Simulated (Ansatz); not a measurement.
Calculated with Ansatz (gas phase, PBE0-D4/def2-TZVP geometries, no zero-point term in ΔE). CBS: MP2 limit from def2 TZ/QZ plus the TZ coupled-cluster correction, frozen cores. This one scheme is used for every species. DFT in def2-TZVPP. For Br, Ge outer-core shells are correlated without core-valence functions, which leaves a few kJ/mol of doubt a bond. Scalar relativity is left out up to krypton.

Consider the ligand exchange at a Ge–Cl bond: `[CH3][Ge][Cl]` + HBr → `[CH3][Ge][Br]` + HCl.

| level | ΔE (eV) |
| --- | --- |
| BLYP-D4 | -0.10 |
| r2SCAN-D4 | -0.10 |
| CCSD/def2-TZVPP | -0.11 |
| MP2/def2-QZVPP | -0.12 |

(1) What does CCSD(T)/CBS give? (Estimate.)

Largest T1 diagnostic among the species: 0.012.

Answers

(1) The calculation gave: -0.11 eV. The listed levels differ from it by 0.01, 0.01, 0.00, -0.01 eV.

Leaving LDA and LC-ωPBE aside and taking each functional with its dispersion term where it has one, the values, not all of them listed here, spread over 0.06 eV, from HSE06-D4 to B97M-V.
